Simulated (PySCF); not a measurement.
Stepwise substitution at one centre (Ge F-Cl). Isolated molecules, 0 K electronic values unless said otherwise. Strings in code marks are SMILES.

The HOMO from two functionals at the same geometries (B3LYP-D3(BJ)/def2-TZVP), both in PySCF: PBE-D3(BJ)/def2-TZVP and B3LYP-D3(BJ)/def2-TZVP. B3LYP has the VWN-RPA correlation part, as in Gaussian. 

```
species                                              B3LYP-D3(BJ)/def2-TZVP (eV)
---------------------------------------------------  ---------------------------
0 of 4 F replaced by Cl (`[F][Ge]([F])([F])[F]`)                          -12.36
1 of 4 F replaced by Cl (`[F][Ge]([F])([F])[Cl]`)                         -10.35
2 of 4 F replaced by Cl (`[F][Ge]([F])([Cl])[Cl]`)                         -9.84
3 of 4 F replaced by Cl (`[F][Ge]([Cl])([Cl])[Cl]`)                        -9.52
```

**Question.** What does PBE-D3(BJ)/def2-TZVP give for each?

**Answer.** 
- 0 of 4 F replaced by Cl (`[F][Ge]([F])([F])[F]`): -10.48
- 1 of 4 F replaced by Cl (`[F][Ge]([F])([F])[Cl]`): -9.09
- 2 of 4 F replaced by Cl (`[F][Ge]([F])([Cl])[Cl]`): -8.64
- 3 of 4 F replaced by Cl (`[F][Ge]([Cl])([Cl])[Cl]`): -8.35
Over these rows, drawn at random from the members with no instability flagged (it was tested for open shells, ions and some series alone), PBE minus B3LYP-D3(BJ): mean +1.38 eV, from +1.17 eV to +1.88 eV.
